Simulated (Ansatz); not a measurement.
C₁₀H₉NS, SMILES c1csc2c1c(C=C)cc(c2)N.

Coordinates come from a B3LYP-D3(BJ)/def2-SVP optimisation. The structure was generated by enumeration, and PubChem lists no compound with its InChIKey, so it may never have been made. The values are those of a single conformer.

The numbers are results of B3LYP-D3(BJ)/def2-SVP run with Ansatz (a first-principles code), not measurements.

Each state was relaxed at this level (stationary points, no frequency check), unrestricted for open shells, gas phase, no zero-point terms. λ is the four-point inner reorganisation energy.

Computed ionisation, attachment and triplet energies that can be given, with their reorganisation energies:
```tsv
quantity	at the neutral's geometry (eV)	adiabatic (eV)	at the other state's geometry (eV)	relaxation of that state (meV)	relaxation of the neutral (meV)	λ (meV)
ionisation energy	7.00	6.76	6.60	236	156	392
T1 energy	2.82	2.33	1.89	486	442	928
```
